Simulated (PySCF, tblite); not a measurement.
Potential energy surface of H2Se, singlet: map of symmetric stretch and bend. Scanned: Se-H bond length and H-Se-H angle.

Levels: GFN2-xTB, 300 K electronic temperature (tblite); RHF/cc-pVDZ (PySCF); M06-2X/cc-pVDZ (PySCF); r2SCAN/cc-pVDZ (PySCF); MP2 on RHF/cc-pVDZ, 9 core orbitals frozen (PySCF); CCSD on RHF/cc-pVDZ, 9 core orbitals frozen (PySCF); CCSD(T) on RHF/cc-pVDZ, 9 core orbitals frozen (PySCF).

Energies in kcal/mol at chosen points (x: Se-H bond length (Å); y: H-Se-H angle (°)), relative to x = 1.46, y = 90:

| method | (1.31, 120) | (1.53, 180) | (1.61, 150) | (1.24, 170) | (1.61, 180) | (1.31, 100) | (1.68, 140) |
|---|---|---|---|---|---|---|---|
| GFN2-xTB | 16.1 | 64.7 | 39.2 | 65.1 | 71.9 | 8.4 | 34.9 |
| RHF | 27.5 | 92.1 | 60.3 | 108.9 | 102.5 | 16.1 | 54.0 |
| M06-2X | 28.7 | 78.8 | 53.4 | 99.9 | 88.0 | 18.1 | 47.8 |
| r2SCAN | 29.2 | 79.5 | 53.6 | 99.8 | 88.6 | 18.3 | 47.1 |
| MP2 | 27.9 | 83.9 | 56.4 | 102.3 | 93.9 | 16.9 | 50.7 |
| CCSD | 28.8 | 83.9 | 54.2 | 103.5 | 93.3 | 17.7 | 47.8 |
| CCSD(T) | 28.9 | 83.4 | 53.5 | 103.5 | 92.7 | 17.9 | 47.0 |
